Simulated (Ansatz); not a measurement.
C₂H₉NSi₃, SMILES [SiH3][Si@H]1CN=C[SiH2]1.

Geometry optimised at B3LYP-D3(BJ)/def2-SVP. The structure was generated by enumeration; whether it is a known compound was not checked. The values are those of a single conformer.

Two levels are set side by side: PBE/def2-SVPD (Ansatz, a quantum-chemistry and plane-wave program) and PBE0/def2-SVPD (Ansatz). Energy differences of separate SCF runs at the same geometry; the states with an electron removed or added have multiplicity 2 and 2. Differences are taken from unrounded values.

```
quantity                            PBE
---------------------------------  ----
vertical ionisation energy (eV)    8.25
vertical singlet–triplet gap (eV)  3.15
```

Q: These are the PBE values. What does PBE0 give? (The exact figures need the calculation; the answer reports its results.)

A: 
| quantity | PBE0 | PBE minus PBE0 |
|---|---|---|
| vertical ionisation energy (eV) | 8.45 | -0.20 |
| vertical singlet–triplet gap (eV) | 3.19 | -0.04 |
